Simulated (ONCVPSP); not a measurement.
**Transferability test, ONCV potential for Cl**

- Element: Cl
- Generator: ONCVPSP 4.0.1
- Type: optimised norm-conserving Vanderbilt (ONCV)
- Functional: PBE
- Relativity: scalar-relativistic
- Frozen core: [Ne]
- Valence charge: 7
- Reference configuration: 3s2 3p5
- Partial waves: 3s: rc 1.05 bohr, ncon 5, nbas 8, qcut 6.8 1/bohr, 2 projectors, debl 2.9 Ha; 3p: rc 1.05 bohr, ncon 4, nbas 8, qcut 7.1 1/bohr, 2 projectors, debl 2.6 Ha; d scattering state at 0.36 Ha: rc 0.95 bohr, ncon 3, nbas 8, qcut 8.9 1/bohr, 3 projectors, debl 2.1 Ha
- Local potential: polynomial inside 0.80 bohr (lpopt 5, dvloc0 6 Ha)
- Core correction: none

Energies are relative to the spin-unpolarised reference configuration 3s2 3p5; without spin polarisation the order of configurations can differ from experiment.

```csv
valence configuration,charge,ΔE all-electron (eV),error AE − PS (meV)
3s2 3p4,+1,13.875,+0.3
3s2 3p2,+3,77.630,+38
3s1 3p5,+1,26.584,+6.4
```

(1) What are ΔE and the potential's error for 3s2 3p3?

Levels in the configuration 3s2 3p3:

```
level  all-electron (eV)  pseudo (eV)
   3s            -44.917      -44.910
   3p            -31.685      -31.667
```

Note: ghosts flagged at negative energy: s at -231.9 eV, p at -3705.0 eV; GHOST(+) flagged for d at 521.6 eV. A true bound ghost makes a file unfit for plane-wave use.

## Answers

(1) ΔE = 39.322 eV all-electron; the error (AE − PS) is +7.6 meV.
